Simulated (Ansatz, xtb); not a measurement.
C5H11N2+: where a starting geometry ends

The starting geometry of this gas-phase singlet was built from a drawn formula by distance geometry and a force field; its bonds are those of `[H]/N=C/CC[N+](=C)C`.

```xyz
18

C    -1.7979   -0.6478   -0.4651
C    -0.5603    1.1474    0.6488
C     0.3924   -1.2487    0.3674
C     1.5744   -0.9502   -0.4920
C     1.4059   -1.2612   -1.9864
N    -0.7290   -0.2685    0.1453
N     0.2210   -1.3984   -2.4704
H    -2.6364    0.1254   -0.6188
H    -1.9743   -1.6444   -0.7734
H    -1.5147    1.6628    0.6192
H    -0.1598    1.1164    1.6212
H     0.1223    1.6554   -0.0120
H     0.0046   -2.2342    0.2214
H     0.6436   -1.1579    1.4132
H     1.9432    0.0907   -0.4209
H     2.4128   -1.5434   -0.1738
H     2.2604   -1.3193   -2.6230
H     0.2920   -1.5878   -3.4675
```

Problem. Predict what becomes of its bonds when it is optimised with r2SCAN-D4/def2-SVP.

Solution. It keeps its bonds, and is `[H]/N=C/CC[N+](=C)C`.

The energy falls by 0.38 eV over 17 steps:

```tsv
step	E − E(last) (eV)
1	0.377
3	0.046
5	0.005
6	0.004
8	0.002
10	0.001
12	0.000
13	0.000
15	0.000
17	0.000
```

Final geometry (Å):

```json
{"atom": "C", "x (Å)": "-1.7617", "y (Å)": "-0.6076", "z (Å)": "-0.5089"}
{"atom": "C", "x (Å)": "-0.5605", "y (Å)": "1.1119", "z (Å)": "0.6811"}
{"atom": "C", "x (Å)": "0.4018", "y (Å)": "-1.1859", "z (Å)": "0.3777"}
{"atom": "C", "x (Å)": "1.5809", "y (Å)": "-0.9260", "z (Å)": "-0.5538"}
{"atom": "C", "x (Å)": "1.3064", "y (Å)": "-1.2133", "z (Å)": "-2.0043"}
{"atom": "N", "x (Å)": "-0.7236", "y (Å)": "-0.2442", "z (Å)": "0.1508"}
{"atom": "N", "x (Å)": "0.1590", "y (Å)": "-1.6047", "z (Å)": "-2.3892"}
{"atom": "H", "x (Å)": "-2.5602", "y (Å)": "0.1183", "z (Å)": "-0.6964"}
{"atom": "H", "x (Å)": "-1.8249", "y (Å)": "-1.6300", "z (Å)": "-0.8870"}
{"atom": "H", "x (Å)": "-1.4150", "y (Å)": "1.7340", "z (Å)": "0.3915"}
{"atom": "H", "x (Å)": "-0.4885", "y (Å)": "1.0568", "z (Å)": "1.7771"}
{"atom": "H", "x (Å)": "0.3675", "y (Å)": "1.5472", "z (Å)": "0.2856"}
{"atom": "H", "x (Å)": "0.0136", "y (Å)": "-2.2016", "z (Å)": "0.2260"}
{"atom": "H", "x (Å)": "0.7011", "y (Å)": "-1.0744", "z (Å)": "1.4305"}
{"atom": "H", "x (Å)": "1.9896", "y (Å)": "0.0946", "z (Å)": "-0.4437"}
{"atom": "H", "x (Å)": "2.4060", "y (Å)": "-1.5827", "z (Å)": "-0.2220"}
{"atom": "H", "x (Å)": "2.1698", "y (Å)": "-1.0730", "z (Å)": "-2.6830"}
{"atom": "H", "x (Å)": "0.1390", "y (Å)": "-1.7832", "z (Å)": "-3.3990"}
```

From the same start GFN2-xTB ends elsewhere, differing in C1–N7 (1.48 against 2.87 Å here).

The end wasn't checked by frequencies. Run with Ansatz 0.2.0, 44 s on 4 threads of Arm Neoverse V1 (shared host).
